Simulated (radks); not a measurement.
Species: Ce33+. Configuration: [Ar] 3d7. Calculated with a radial shooting solver on a logarithmic mesh with Libxc functionals: scalar-relativistic Kohn-Sham, r2SCAN, spin-polarised, spherical densities, finite nucleus; open shells are filled with parallel spins first (spin-orbit coupling, left out, can overturn this in heavy ions); meta-GGA in the generalised Kohn-Sham scheme; Fermi nuclear charge, rms radius 4.8771 fm.

Normalised radial functions P(r) = r R(r), r in bohr:

r,3s up,3d down
0.002541,0.3805,0.0002
0.003642,0.4904,0.0004
0.005221,0.6108,0.0012
0.007483,0.7213,0.0033
0.01073,0.7808,0.0087
0.01537,0.7220,0.0228
0.02204,0.4602,0.0577
0.03158,-0.0585,0.1398
0.04563,-0.7639,0.3219
0.06541,-1.2602,0.6609
0.09375,-0.9909,1.1891
0.1344,0.2924,1.7882
0.1926,1.8018,2.1145
0.2761,2.1469,1.8029
0.3957,1.2006,0.9774
0.5672,0.2923,0.2789
0.8129,0.0238,0.0317
1.165,0.0004,0.0010
1.67,0.0000,0.0000

3s up: eigenvalue -2659.6 eV, 2 radial nodes at r = 0.0305, 0.126 bohr, <r> = 0.268 bohr, 90 % of the charge inside 0.391 bohr. 3d down: eigenvalue -2141.7 eV, 0 radial nodes, <r> = 0.238 bohr, 90 % of the charge inside 0.367 bohr.
